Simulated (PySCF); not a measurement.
**Polarisability and C₆ of Mg⁺ (magnesium, charge +1)**

[Ne] 3s1, 2S determinant. Calculation: PySCF 2.14, in dyall-acv3z (20s13p7d4f, 122 functions); the spin-free X2C one-electron Hamiltonian (Gaussian nucleus). Coupled (time-dependent) response in atomic units; α is the mean over directions.

| method | mean α (bohr³) | C₆ (like pair) | S(−4) |
| --- | --- | --- | --- |
| UHF | 38.52 | 177.8 | 1573 |
| PBE | 33.51 | 144.4 | 1201 |
| PBE0 | 34.96 | 153.7 | 1306 |

S(−4) is the Cauchy moment in α(ω) = α(0) + S(−4) ω² + …

α(iu) at PBE:

```
u (hartree)  α(iu) (bohr³)
          0          33.51
     0.0500          30.76
      0.100          24.71
      0.200          13.98
      0.300          8.273
      0.500          3.819
      0.750          2.061
       1.00          1.375
       1.50         0.8248
       2.00         0.5921
       3.00         0.3723
       5.00         0.1953
```

A single London oscillator, α(iu) = α/(1 + u²/ω²), gives C₆ = (3/4) ω α². Matching the computed C₆ needs ω = 4 × 144.4 / (3 × 33.51²) = 0.171 hartree.

For an ion, C₆ is the dispersion term alone; charge-induced terms of lower order in 1/R come first.
